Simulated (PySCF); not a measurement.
Cd(SH)(SiH3) (CdH4SSi), SMILES [Cd]([SH])[SiH3]. Atoms are numbered in the order given.

```xyz
7

Cd     0.0009     0.0297    -0.0373
S      0.7501     1.5025    -1.7352
H      2.0478     1.3877    -1.3722
Si    -0.7994    -1.5207     1.7507
H     -1.3238    -2.7968     1.1700
H     -1.8958    -0.8985     2.5579
H      0.3162    -1.8689     2.6868
```
Charge 0, spin multiplicity 1.

Geometry: PBE0-D3(BJ)/def2-SVP. The def2 effective core potentials stand for the cores of Cd; spin–orbit coupling is left out. Other conformers were not sampled.

These are PBE0-D3(BJ)/def2-SVP (PySCF 2.14.0) values and carry that method's errors.

Frequencies are harmonic and unscaled.

A small imaginary wavenumber (i) marks a very flat motion, where grid noise or a shallow saddle decides the sign.

Computed normal modes with their intensities:
```tsv
mode	ν (cm⁻¹)	IR (km/mol)	Raman (Å⁴/amu)	depolarisation	moving atoms (share of kinetic energy)
1	19i	13.0	1.9	0.75	H 98 %
2	77	5.1	0.0	–	Cd 35 %, S 33 %, Si 23 %, H 8 %
3	78	5.4	0.1	0.56	Cd 35 %, S 31 %, Si 23 %, H 10 %
4	278	2.1	50.2	0.24	Si 63 %, S 28 %
5	364	38.3	3.2	0.42	S 50 %, Cd 34 %, Si 11 %
6	446	2.1	2.9	0.71	H 90 %, Si 10 %
7	452	2.7	2.0	0.74	H 89 %, Si 10 %
8	598	8.8	0.7	0.21	H 94 %
9	848	324.4	4.6	0.12	H 91 %, Si 9 %
10	936	39.1	26.5	0.75	H 98 %
11	937	39.2	26.7	0.75	H 98 %
12	2208	81.0	275.3	0.00	H 99 %
13	2220	83.4	159.4	0.72	H 96 %
14	2222	82.7	154.3	0.75	H 96 %
15	2705	1.9	151.4	0.29	H 97 %
```
